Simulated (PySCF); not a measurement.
SnHCl2Br, SMILES [SnH]([Br])([Cl])[Cl]. Geometry: PBE-D3(BJ)/def2-SVP. The structure was generated by enumeration; whether it is a known compound was not checked. The def2 effective core potentials stand for the cores of Sn; spin–orbit coupling is left out.

Calculation: PBE-D3(BJ)/def2-SVP (PySCF).

Harmonic wavenumbers (cm⁻¹): 85, 97, 115, 256, 363, 378, 523, 535, 1879. Rotational constants (GHz): 1.659, 0.9481, 0.6844; symmetry number 1.

Task: Work out the zero-point energy and the ideal-gas rigid-rotor harmonic-oscillator thermochemistry at 298.15 K and 1 atm.

Result: ZPE = ½ Σ hcν = ½ × 4231 cm⁻¹ = 6.05 kcal/mol. H − E(el) = 10.79 kcal/mol. Entropy in cal/(mol K): translation 42.68, rotation 30.08, vibration 15.50, total 88.27. G − E(el) = -15.53 kcal/mol. Cp = 21.00 cal/(mol K). Modes under 150 cm⁻¹ make the vibrational entropy uncertain.
